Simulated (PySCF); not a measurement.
**SrCl: script and output**

The script input.py:

```python
from pyscf import gto, dft

mol = gto.M(
    atom='Sr 0 0 0; Cl 0 0 2.367',
    basis='def2-svp',
    ecp={'Sr': 'def2-svp'},
    charge=0,
    spin=1,
    verbose=4,
)
mf = dft.UKS(mol, xc='wb97')
mf.kernel()
g = mf.nuc_grad_method()
g.grid_response = True
g.kernel()
mf.dip_moment()
print('orbital energies (hartree):', [e[max(0, n-3):n+3].round(4) for e, n in zip(mf.mo_energy, mol.nelec)])
```

```bash
$ OMP_NUM_THREADS=1 python input.py
```

It prints (some set-up lines and the per-cycle HOMO/LUMO lines with their warnings removed):

```
PySCF version 2.14.0

[INPUT] verbose = 4
[INPUT] num. atoms = 2
[INPUT] num. electrons = 27
[INPUT] charge = 0
[INPUT] spin (= nelec alpha-beta = 2S) = 1
[INPUT] symmetry False subgroup None
[INPUT] Mole.unit = angstrom
[INPUT] Symbol           X                Y                Z      unit          X                Y                Z       unit  Magmom
[INPUT]  1 Sr     0.000000000000   0.000000000000   0.000000000000 AA    0.000000000000   0.000000000000   0.000000000000 Bohr   0.0
[INPUT]  2 Cl     0.000000000000   0.000000000000   2.367000000000 AA    0.000000000000   0.000000000000   4.472981736846 Bohr   0.0

nuclear repulsion = 38.0059678311787
number of shells = 17
number of NR pGTOs = 85
number of NR cGTOs = 41
basis = def2-svp
ecp = {'Sr': 'def2-svp'}

******** <class 'pyscf.dft.uks.UKS'> ********
method = UKS
initial guess = minao
damping factor = 0
level_shift factor = 0
DIIS = <class 'pyscf.scf.diis.CDIIS'>
diis_start_cycle = 1
diis_space = 8
diis_damp = 0
SCF conv_tol = 1e-09
SCF conv_tol_grad = None
SCF max_cycles = 50
direct_scf = True
direct_scf_tol = 1e-13
number electrons alpha = 14  beta = 13
XC library pyscf.dft.libxc version 7.0.0
    S. Lehtola, C. Steigemann, M. J.T. Oliveira, and M. A.L. Marques.,  SoftwareX 7, 1–5 (2018)
XC functionals = wb97
    J.-D. Chai and M. Head-Gordon.,  J. Chem. Phys. 128, 084106 (2008)
radial grids:
    Treutler-Ahlrichs [JCP 102, 346 (1995); DOI:10.1063/1.469408] (M4) radial grids

becke partition: Becke, JCP 88, 2547 (1988); DOI:10.1063/1.454033
pruning grids: <function nwchem_prune>
grids dens level: 3
symmetrized grids: False
atomic radii adjust function: <function treutler_atomic_radii_adjust>
small_rho_cutoff = 0
Set gradient conv threshold to 3.16228e-05
tot grids = 40792
init E= -479.173684085693

cycle= 1 E= -490.24424401233  delta_E= -11.1  |g|= 0.872  |ddm|= 4.58
cycle= 2 E= -490.642865291203  delta_E= -0.399  |g|= 0.475  |ddm|= 4.26
cycle= 3 E= -490.792988739483  delta_E= -0.15  |g|= 0.126  |ddm|= 0.904
cycle= 4 E= -490.802256588735  delta_E= -0.00927  |g|= 0.0185  |ddm|= 0.278
cycle= 5 E= -490.803127907661  delta_E= -0.000871  |g|= 0.00687  |ddm|= 0.158
cycle= 6 E= -490.803322973991  delta_E= -0.000195  |g|= 0.00326  |ddm|= 0.07
cycle= 7 E= -490.80338584467  delta_E= -6.29e-05  |g|= 0.00143  |ddm|= 0.0402
cycle= 8 E= -490.803405682637  delta_E= -1.98e-05  |g|= 0.000907  |ddm|= 0.0131
cycle= 9 E= -490.803416506494  delta_E= -1.08e-05  |g|= 0.000326  |ddm|= 0.0133
cycle= 10 E= -490.803417810179  delta_E= -1.3e-06  |g|= 7.81e-05  |ddm|= 0.00616
cycle= 11 E= -490.803417857674  delta_E= -4.75e-08  |g|= 1.49e-05  |ddm|= 0.00141
cycle= 12 E= -490.803417858324  delta_E= -6.51e-10  |g|= 4.85e-06  |ddm|= 0.000149
Extra cycle  E= -490.803417858373  delta_E= -4.88e-11  |g|= 2.34e-06  |ddm|= 1.74e-05
converged SCF energy = -490.803417858373  <S^2> = 0.75066178  2S+1 = 2.0006617

******** <class 'pyscf.grad.uks.Gradients'> for <class 'pyscf.dft.uks.UKS'> ********
unit = Eh/Bohr
grid_response = True
--------------- UKS gradients ---------------
         x                y                z
0 Sr    -0.0000000000    -0.0000000000     0.0668344888
1 Cl     0.0000000000     0.0000000000    -0.0668344888
----------------------------------------------
Dipole moment(X, Y, Z, Debye): -0.00000,  0.00000, -3.34446
orbital energies (hartree): [array([-0.4011, -0.4011, -0.1903,  0.0194,  0.0194,  0.0352]), array([-0.4073, -0.4013, -0.4013,  0.0532,  0.1114,  0.1114])]
```

In short: E(SCF) = -490.803418 Eh, 12 cycles, ⟨S²⟩ = 0.751, μz(SCF) = -3.34 D, gradient on the second atom -0.0668 Eh/bohr.

Run time: 7 s on 1 thread of Intel Xeon Platinum 8259CL @ 2.50GHz (shared host), peak memory 0.26 GiB.

The bond length is a typed value, not an optimised one. No search for the lowest solution was made.
